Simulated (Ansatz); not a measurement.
Reaction (substitution at a C–C bond): `COC(C)S` + `N[SiH](N)S` → `CN[SiH](N)S` + `COCS`

Isolated molecules relaxed with PBE0-D4/def2-TZVP in Ansatz; ΔE leaves out vibrations. CBS: MP2 limit from def2 TZ/QZ plus the TZ coupled-cluster correction, frozen cores. This one scheme is used for every species. Functionals use def2-TZVPP. B3LYP here is the variant with VWN-RPA as its local correlation; programs differ in this. One conformer a species, not always the lowest.

`COC(C)S`:

Z-matrix (Å, degrees):
```
C
O 1 1.406
H 1 1.095 2 111.2
H 1 1.098 2 111.1 3 -121.4
H 1 1.089 2 107.0 3 119.6
C 2 1.392 1 114.5 3 62.2
S 6 1.836 2 113.7 1 -67.4
C 6 1.509 2 107.8 1 167.8
H 6 1.101 2 110.3 1 47.1
H 7 1.343 6 95.5 2 -69.9
H 8 1.092 6 110.1 2 61.1
H 8 1.089 6 110.6 2 -178.6
H 8 1.092 6 109.7 2 -57.9
```

`N[SiH](N)S`:

```xyz
10

N     1.250   -0.528   -0.773
Si   -0.198   -0.219    0.077
N     0.208    0.857    1.334
S    -1.807    0.822   -0.898
H     1.773    0.231   -1.180
H     1.330   -1.367   -1.325
H    -0.723   -1.572    0.406
H    -0.500    1.357    1.844
H     1.050    0.722    1.868
H    -2.383   -0.302   -1.354
```

`CN[SiH](N)S`:

Z-matrix (Å, degrees):
```
C
N 1 1.447
H 1 1.094 2 111.1
H 1 1.097 2 113.3 3 122.0
H 1 1.093 2 109.4 3 -118.1
Si 2 1.705 1 124.0 3 148.2
H 2 1.009 1 113.5 3 -59.6
S 6 2.154 2 119.6 1 81.6
N 6 1.704 2 106.0 1 -163.6
H 6 1.489 2 104.4 1 -35.8
H 8 1.342 6 93.8 2 -94.5
H 9 1.007 6 120.7 2 46.6
H 9 1.006 6 120.8 2 -162.4
```

`COCS`:

Cartesian coordinates in Å:
```
C -0.954 0.240 0.995
O -0.106 -0.753 0.470
C 0.322 -0.501 -0.824
S 1.485 0.890 -1.014
H -1.859 0.349 0.382
H -0.445 1.208 1.050
H -1.238 -0.078 1.997
H 0.798 -1.411 -1.185
H -0.514 -0.246 -1.488
H 2.513 0.300 -0.382
```

```csv
level,ΔE (kJ/mol),difference from CCSD(T)/CBS
PBE0-D4,51.8,-5.3
B3LYP-D4,49.5,-7.6
ωB97X-V,52.2,-4.9
ωB97M-V,54.7,-2.4
B2PLYP,52.1,-5.0
PBE,49.6,-7.5
PBE0,51.2,-5.9
B3LYP,48.1,-9.0
HF/def2-TZVPP,47.6,-9.5
MP2/def2-TZVPP,58.7,1.6
CCSD/def2-TZVPP,53.5,-3.6
HF/def2-QZVPP,47.5,-9.6
MP2/def2-QZVPP,60.1,3.0
HF/CBS(def2),47.4,-9.7
MP2/CBS(def2),61.2,4.1
CCSD/CBS(def2),56.0,-1.1
CCSD(T)/CBS,57.1,0
```

Largest T1 diagnostic among the species: 0.011.

In def2-TZVPP, CCSD(T) changes the Hartree–Fock value by +7.0 kJ/mol (the triples alone add +1.1 kJ/mol) and MP2 by +11.1 kJ/mol.
